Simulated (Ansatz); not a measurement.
```yaml
crystal:
  periodic: [false, false, false]
  atoms:
    - {symbol: N, position_ang: [-0.398684, 1.847289, -1.604270]}
    - {symbol: C, position_ang: [-0.312250, 0.545884, -0.726354]}
    - {symbol: Si, position_ang: [0.967228, -1.177070, 0.215615]}
    - {symbol: C, position_ang: [-0.881616, 0.108632, 0.975121]}
    - {symbol: F, position_ang: [-1.017406, 1.267568, 2.207668]}
    - {symbol: H, position_ang: [0.316942, 1.745894, -2.654805]}
    - {symbol: Xx, position_ang: [2.703965, -0.683986, 0.612575]}
    - {symbol: H, position_ang: [0.711826, -3.001136, 0.021341]}
    - {symbol: H, position_ang: [-1.979503, -0.710949, 0.931859]}
basis:
  gaussian: {orbitals: ANO-RCC-VTZP, final_grid: {core_spheres: 5, valence_spheres: 4, degree: 11}}
hamiltonian: {xc: {name: HF}}
correlation: {method: ccsd}
scf: {lower_state_search: off}
```

```sh
$ ansatz run in.yaml --threads 2 --pin off --events-out ev --progress --plain --max-ram 4352MiB
```

It prints (some lines left out):

```
Error: YAML parse error: error: line 10 column 16: `Xx` is not an element symbol (H … Og, case-exact)
 8 |     - {symbol: F, position_ang: [-1.017406, 1.267568, 2.207668]}
 9 |     - {symbol: H, position_ang: [0.316942, 1.745894, -2.654805]}
10 |     - {symbol: Xx, position_ang: [2.703965, -0.683986, 0.612575]}
11 |     - {symbol: H, position_ang: [0.711826, -3.001136, 0.021341]}
12 |     - {symbol: H, position_ang: [-1.979503, -0.710949, 0.931859]}
```

Task: What is wrong with this run?

Result: An element symbol is wrong. The input was rejected before any iteration.
